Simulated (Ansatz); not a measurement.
Steps of a relaxation of C3H7BrSiZn, SMILES `[SiH3][C]1(Br)C[CH2][Zn]1` with RKS PBE0-D4/def2-TZVP.

```sh
$ ansatz run in.yaml --threads 2 --pin off --events-out ev --progress --plain --max-ram 22528MiB --backend cuda --devices 0, --max-vram 18GiB
```

```yaml
crystal:
  periodic: [false, false, false]
  atoms:
    - {symbol: Si, position_ang: [0.212810, -2.077110, 0.578330]}
    - {symbol: C, position_ang: [0.016400, -0.198190, 0.596540]}
    - {symbol: Br, position_ang: [1.657460, 0.538370, 1.508460]}
    - {symbol: C, position_ang: [-0.123600, 0.521450, -0.730420]}
    - {symbol: C, position_ang: [-0.464290, 1.986480, -0.574840]}
    - {symbol: Zn, position_ang: [-1.224440, 1.372250, 1.266700]}
    - {symbol: H, position_ang: [1.466330, -2.489990, -0.053920]}
    - {symbol: H, position_ang: [-0.935950, -2.584710, -0.178990]}
    - {symbol: H, position_ang: [0.182590, -2.507110, 1.974130]}
    - {symbol: H, position_ang: [0.808330, 0.425870, -1.296570]}
    - {symbol: H, position_ang: [-0.910990, 0.007040, -1.294120]}
    - {symbol: H, position_ang: [-1.093130, 2.386340, -1.363780]}
    - {symbol: H, position_ang: [0.408480, 2.619310, -0.431500]}
basis:
  gaussian: {orbitals: def2-TZVP}
hamiltonian: {xc: pbe0, dispersion: d4}
relax: {f_tol: 0.005, max_steps: 150}
```

Positions (Å) and forces (eV/Å) along the path, 9 of 9 steps:

```xyz
13
step=1 energy=-129546.3985 eV
Si    0.213   -2.077    0.578   -0.262    1.267    0.254
C     0.016   -0.198    0.597    0.163   -0.411    0.353
Br    1.657    0.538    1.508   -0.081   -0.115   -0.020
C    -0.124    0.521   -0.730   -0.131   -0.067    0.035
C    -0.464    1.986   -0.575   -0.291    0.362    0.067
Zn   -1.224    1.372    1.267    0.482   -0.307   -0.649
H     1.466   -2.490   -0.054    0.375   -0.196   -0.222
H    -0.936   -2.585   -0.179   -0.307   -0.310   -0.192
H     0.183   -2.507    1.974   -0.013   -0.332    0.357
H     0.808    0.426   -1.297    0.196   -0.035   -0.142
H    -0.911    0.007   -1.294   -0.002   -0.012    0.028
H    -1.093    2.386   -1.364   -0.112    0.083    0.003
H     0.408    2.619   -0.431   -0.016    0.073    0.128
13
step=2 energy=-129546.4941 eV
Si    0.187   -2.066    0.611   -0.043    0.481   -0.024
C     0.062   -0.194    0.586    0.024   -0.087    0.371
Br    1.706    0.500    1.513   -0.093   -0.080   -0.064
C    -0.088    0.547   -0.740    0.067   -0.130   -0.243
C    -0.491    2.012   -0.600   -0.190    0.225    0.360
Zn   -1.184    1.348    1.220    0.212   -0.187   -0.341
H     1.435   -2.526   -0.043    0.122   -0.074   -0.055
H    -0.963   -2.627   -0.141   -0.123   -0.023   -0.044
H     0.161   -2.575    1.999   -0.011    0.011    0.095
H     0.850    0.477   -1.310    0.038   -0.018   -0.020
H    -0.859    0.008   -1.305    0.011    0.022   -0.006
H    -1.154    2.399   -1.371    0.018   -0.060    0.021
H     0.339    2.697   -0.419   -0.032   -0.081   -0.049
13
step=3 energy=-129546.5239 eV
Si    0.174   -2.043    0.612    0.023   -0.070   -0.017
C     0.088   -0.189    0.587    0.115   -0.036    0.159
Br    1.737    0.471    1.509   -0.066   -0.025   -0.039
C    -0.059    0.550   -0.748    0.063   -0.035   -0.172
C    -0.514    2.006   -0.590   -0.076    0.185    0.133
Zn   -1.169    1.304    1.195    0.013   -0.050   -0.064
H     1.419   -2.541   -0.047   -0.056   -0.012    0.024
H    -1.001   -2.597   -0.127    0.019    0.061    0.022
H     0.143   -2.550    2.010    0.002    0.049   -0.032
H     0.888    0.505   -1.310   -0.059    0.001    0.057
H    -0.813   -0.003   -1.322    0.022    0.020   -0.005
H    -1.194    2.374   -1.354    0.044   -0.035   -0.002
H     0.300    2.712   -0.415   -0.043   -0.053   -0.064
13
step=4 energy=-129546.5325 eV
Si    0.170   -2.042    0.614   -0.005   -0.108   -0.020
C     0.114   -0.191    0.588    0.102    0.063   -0.010
Br    1.759    0.458    1.508   -0.024   -0.002   -0.011
C    -0.039    0.558   -0.749    0.032   -0.032   -0.090
C    -0.535    2.008   -0.582    0.027    0.013    0.033
Zn   -1.165    1.273    1.186   -0.057    0.009    0.035
H     1.396   -2.577   -0.051   -0.052    0.001    0.024
H    -1.026   -2.564   -0.116    0.028    0.036    0.026
H     0.137   -2.535    2.016    0.002    0.021   -0.028
H     0.914    0.537   -1.301   -0.050    0.011    0.053
H    -0.775   -0.006   -1.334    0.017    0.014    0.004
H    -1.219    2.353   -1.354    0.010   -0.017    0.004
H     0.268    2.729   -0.425   -0.030   -0.008   -0.020
13
step=5 energy=-129546.5375 eV
Si    0.162   -2.041    0.614    0.008   -0.041   -0.012
C     0.152   -0.188    0.583    0.062    0.002   -0.049
Br    1.789    0.456    1.504   -0.020   -0.007   -0.010
C    -0.010    0.565   -0.753   -0.018    0.016    0.042
C    -0.556    2.002   -0.576    0.054   -0.041   -0.075
Zn   -1.168    1.239    1.181   -0.041    0.008    0.043
H     1.359   -2.624   -0.059   -0.029    0.001    0.009
H    -1.060   -2.524   -0.096    0.018    0.022    0.012
H     0.130   -2.521    2.019    0.001    0.004   -0.003
H     0.949    0.579   -1.290   -0.034    0.012    0.027
H    -0.723   -0.015   -1.352    0.020    0.022    0.010
H    -1.248    2.321   -1.351    0.000    0.004    0.008
H     0.224    2.749   -0.426   -0.020   -0.002   -0.001
13
step=6 energy=-129546.5391 eV
Si    0.160   -2.041    0.615   -0.035    0.009   -0.017
C     0.177   -0.188    0.581    0.014    0.010   -0.022
Br    1.806    0.453    1.504    0.023    0.011    0.019
C     0.008    0.571   -0.750   -0.021   -0.004   -0.013
C    -0.568    1.995   -0.578    0.033   -0.017   -0.012
Zn   -1.173    1.220    1.179   -0.014    0.003    0.010
H     1.331   -2.658   -0.074   -0.012    0.011    0.012
H    -1.083   -2.488   -0.081    0.013   -0.008    0.005
H     0.131   -2.514    2.021    0.009   -0.005   -0.004
H     0.971    0.609   -1.276   -0.011   -0.001    0.004
H    -0.686   -0.019   -1.359    0.013    0.009    0.002
H    -1.266    2.297   -1.355    0.003   -0.006    0.015
H     0.193    2.762   -0.428   -0.015   -0.011    0.001
13
step=7 energy=-129546.5392 eV
Si    0.154   -2.038    0.614    0.026   -0.001    0.004
C     0.184   -0.186    0.581   -0.008    0.004    0.001
Br    1.812    0.455    1.508   -0.020   -0.011   -0.016
C     0.012    0.572   -0.750    0.006    0.008    0.006
C    -0.569    1.992   -0.579    0.001    0.001   -0.006
Zn   -1.175    1.214    1.179    0.003    0.004    0.001
H     1.322   -2.660   -0.075   -0.002    0.000   -0.007
H    -1.090   -2.484   -0.079    0.003    0.006    0.007
H     0.135   -2.512    2.020   -0.011   -0.003    0.002
H     0.976    0.615   -1.275    0.000   -0.003   -0.003
H    -0.678   -0.021   -1.362    0.005   -0.002    0.004
H    -1.270    2.291   -1.355    0.001   -0.001    0.003
H     0.186    2.762   -0.428   -0.004   -0.002    0.004
13
step=8 energy=-129546.5393 eV
Si    0.157   -2.038    0.614   -0.003   -0.003   -0.003
C     0.181   -0.185    0.581    0.004   -0.005    0.005
Br    1.809    0.455    1.507   -0.001    0.000    0.000
C     0.011    0.571   -0.750   -0.005    0.003    0.004
C    -0.568    1.992   -0.579    0.000    0.004   -0.006
Zn   -1.176    1.218    1.179    0.001   -0.002   -0.002
H     1.324   -2.656   -0.077    0.001    0.000    0.002
H    -1.087   -2.487   -0.077   -0.001    0.001   -0.002
H     0.133   -2.515    2.020    0.003    0.002    0.001
H     0.975    0.612   -1.275    0.000   -0.001    0.001
H    -0.680   -0.021   -1.361    0.000    0.000   -0.001
H    -1.268    2.293   -1.355   -0.001    0.001   -0.001
H     0.189    2.761   -0.427    0.001    0.001    0.000
13
step=9 energy=-129546.5394 eV
Si    0.157   -2.038    0.614    0.000    0.001    0.000
C     0.180   -0.186    0.581    0.001    0.002    0.001
Br    1.808    0.454    1.507    0.001    0.000    0.001
C     0.010    0.571   -0.750   -0.001    0.001   -0.002
C    -0.568    1.993   -0.579    0.001   -0.001    0.000
Zn   -1.176    1.218    1.179   -0.001    0.000    0.000
H     1.325   -2.656   -0.077   -0.001    0.000   -0.001
H    -1.087   -2.487   -0.077    0.001   -0.001    0.000
H     0.135   -2.515    2.020   -0.001    0.000    0.000
H     0.974    0.611   -1.275    0.000    0.000    0.000
H    -0.681   -0.020   -1.361    0.000    0.000    0.000
H    -1.267    2.294   -1.355    0.000   -0.001    0.000
H     0.190    2.761   -0.427    0.000   -0.001    0.000
```

It took 19 s on 2 threads of an AMD EPYC 7R13 on a shared host and a share of an NVIDIA H100 80 GB, with 1.1 GiB of host memory at the peak.
